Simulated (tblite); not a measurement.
Write Cartesian coordinates for `CC(C)N(C)[SiH](P)P` as optimised with GFN2-xTB.

```
atom  x, y, z in Å
C1    -1.8263    0.7852   -0.9150
C2    -1.3041   -0.4747   -0.2379
C3    -1.7733   -0.5372    1.2158
N4     0.1497   -0.5776   -0.3183
C5     0.6178   -1.9313   -0.4922
Si6    1.2175    0.7680   -0.2958
P7     3.3412    0.2397    0.2601
P8     0.5079    2.3235    1.1790
H9    -2.9113    0.7481   -0.9737
H10   -1.5431    1.6689   -0.3463
H11   -1.4241    0.8694   -1.9210
H12   -1.7091   -1.3407   -0.7787
H13   -2.8592   -0.5405    1.2635
H14   -1.4014   -1.4367    1.7004
H15   -1.4005    0.3297    1.7571
H16    1.7039   -1.9562   -0.4461
H17    0.2245   -2.5850    0.2911
H18    0.3076   -2.3324   -1.4631
H19    1.3646    1.3698   -1.6447
H20    3.5208   -0.6709   -0.7591
H21    3.0156   -0.7412    1.1747
H22    0.3970    3.3167    0.2254
H23    1.7795    2.7325    1.5349
```

Orientation and origin are arbitrary. Atoms count from 1 in this order. Si6 (SiH silicon) is distorted tetrahedral (angles from 103.0° to 113.9°). N4 (silicon-bound nitrogen) is planar (angles 124.3°, 122.3° and 113.3°, sum 359.9°, 0.02 Å off the plane of its three neighbours). Of the pairs four or more bonds apart, P8···H10 is among the closest relative to their van der Waals radii: 2.64 Å, 88 % of the sum of Bondi's values. P7 (three-coordinate phosphorus) is pyramidal (angles 96.2°, 95.5° and 92.9°, sum 284.6°, 0.82 Å off the plane of its three neighbours).

Bonds between heavy atoms (Å): C1–C2 1.523, C2–C3 1.529, C2–N4 1.460, N4–C5 1.443, N4–Si6 1.718, Si6–P7 2.258, Si6–P8 2.258.

Computed geometry: GFN2-xTB, gas phase.

Point group: C1 (no symmetry element, even within 0.4 Å). Its GFN2-xTB frequencies are all real (lowest 35 cm⁻¹). The numbers are those of one conformer (C1–C2–N4–C5 -144°, C2–N4–Si6–P7 160°, N4–Si6–P7–H 58° and -36°, N4–Si6–P8–H -121° and 147°). 3 starts were optimised and ended at 0.00, 0.52 and 0.87 kcal/mol (GFN2-xTB); the lowest of these is shown.

The run took 3.0 s of wall time on one thread, Arm Neoverse V2 (aarch64), no GPU (shared host). These figures are those of the optimisation.
